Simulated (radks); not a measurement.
Q: The palladium ion Pd0.5+, configuration [Kr] 4d8.5 5s1 (fractional occupations, a model configuration). All-electron calculation, Dirac Kohn-Sham, PBE, spin-unpolarised, spherical densities, point nucleus; open shells are shared between the two j in proportion to 2j + 1. Program: a radial shooting solver on a logarithmic mesh with Libxc functionals.

Spin-orbit splittings of the eigenvalues, e(l+1/2) - e(l-1/2), with zeta = 2 splitting/(2l+1) and mean radii in bohr:

shell  occ.  splitting (eV)  zeta (eV)  <r> j=l-1/2  <r> j=l+1/2
2p        6           159.4      106.3       0.1171       0.1221
3p        6           27.78      18.52       0.3712       0.3820
3d       10               ?          ?       0.3556       0.3591
4p        6           4.483      2.989        1.016        1.047
4d      8.5          0.4919     0.1968        1.433        1.455

Estimate the 3d splitting.

A: 5.540 eV (zeta = 2.216 eV).
